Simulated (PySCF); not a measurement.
# Electron correlation in Au²⁺ (gold, charge +2)

[Xe] 4f14 5d8 6p1, one real determinant (an excited configuration). All numbers are calculated (PySCF 2.14, the spin-free X2C one-electron Hamiltonian (Gaussian nucleus), in ANO-RCC-VTZP (8s7p5d3f1g, 84 functions)). Frozen: [Kr] 4d10 4f14; 17 electrons correlated.

```tsv
level	correlation energy (mhartree)
CCSD	-420.22
(T)	-11.22
CCSD(T)	-431.44
```

Diagnostics: T1 = 0.0085, D1 = 0.0360, largest double amplitude 0.040.

The real determinant used has ⟨L²⟩ near 14 against 20 for a pure G term, so it mixes terms. Spin-orbit coupling, absent here, splits the open shell strongly.

Cost of the coupled-cluster step: roughly 17 core-seconds, for 17 correlated electrons.

Iterations:

```
CC2 = 0
CCSD nocc = (np.int64(10), np.int64(7)), nmo = (54, 54)
frozen orbitals [[0, 1, 2, 3, 4, 5, 6, 7, 8, 9, 10, 11, 12, 13, 14, 15, 16, 17, 18, 19, 20, 21, 22, 24, 25, 26, 27, 28, 29, 30], [0, 1, 2, 3, 4, 5, 6, 7, 8, 9, 10, 11, 12, 13, 14, 15, 16, 17, 18, 19, 20, 21, 22, 24, 25, 26, 27, 28, 29, 30]]
max_cycle = 100
direct = 0
conv_tol = 1e-08
conv_tol_normt = 1e-06
diis_space = 8
diis_start_cycle = 0
Init t2, MP2 energy = -0.420088694634753
Init E_corr(UCCSD) = -0.420088694635019
cycle = 1  E_corr(UCCSD) = -0.411722620048955  dE = 0.00836607459  norm(t1,t2) = 0.0507341
cycle = 2  E_corr(UCCSD) = -0.41836756210709  dE = -0.00664494206  norm(t1,t2) = 0.0193703
cycle = 3  E_corr(UCCSD) = -0.419307465376501  dE = -0.000939903269  norm(t1,t2) = 0.0118436
cycle = 4  E_corr(UCCSD) = -0.420185716549359  dE = -0.000878251173  norm(t1,t2) = 0.00622856
cycle = 5  E_corr(UCCSD) = -0.420088395655626  dE = 9.73208937e-05  norm(t1,t2) = 0.00390012
cycle = 6  E_corr(UCCSD) = -0.420162033730266  dE = -7.36380746e-05  norm(t1,t2) = 0.00202903
cycle = 7  E_corr(UCCSD) = -0.420251091285387  dE = -8.90575551e-05  norm(t1,t2) = 0.0010686
cycle = 8  E_corr(UCCSD) = -0.420203129172075  dE = 4.79621133e-05  norm(t1,t2) = 0.000591009
cycle = 9  E_corr(UCCSD) = -0.420204810546881  dE = -1.68137481e-06  norm(t1,t2) = 0.000472809
cycle = 10  E_corr(UCCSD) = -0.420215805816832  dE = -1.099527e-05  norm(t1,t2) = 0.00053128
cycle = 11  E_corr(UCCSD) = -0.420221529878212  dE = -5.72406138e-06  norm(t1,t2) = 0.000173653
cycle = 12  E_corr(UCCSD) = -0.420224730837854  dE = -3.20095964e-06  norm(t1,t2) = 6.59356e-05
cycle = 13  E_corr(UCCSD) = -0.420222926376965  dE = 1.80446089e-06  norm(t1,t2) = 2.52853e-05
cycle = 14  E_corr(UCCSD) = -0.42022354984185  dE = -6.23464885e-07  norm(t1,t2) = 7.98695e-06
cycle = 15  E_corr(UCCSD) = -0.420223668478565  dE = -1.18636714e-07  norm(t1,t2) = 3.60865e-06
cycle = 16  E_corr(UCCSD) = -0.420223597751387  dE = 7.07271775e-08  norm(t1,t2) = 1.53411e-06
cycle = 17  E_corr(UCCSD) = -0.420223609687596  dE = -1.19362087e-08  norm(t1,t2) = 7.94918e-07
cycle = 18  E_corr(UCCSD) = -0.42022360039032  dE = 9.29727534e-09  norm(t1,t2) = 5.0379e-07
UCCSD converged
E(UCCSD) = -19007.10501639091  E_corr = -0.4202236003903204
UCCSD(T) correction = -0.0112202552397838
```

The reference is one real determinant that mixes LS terms of this configuration.
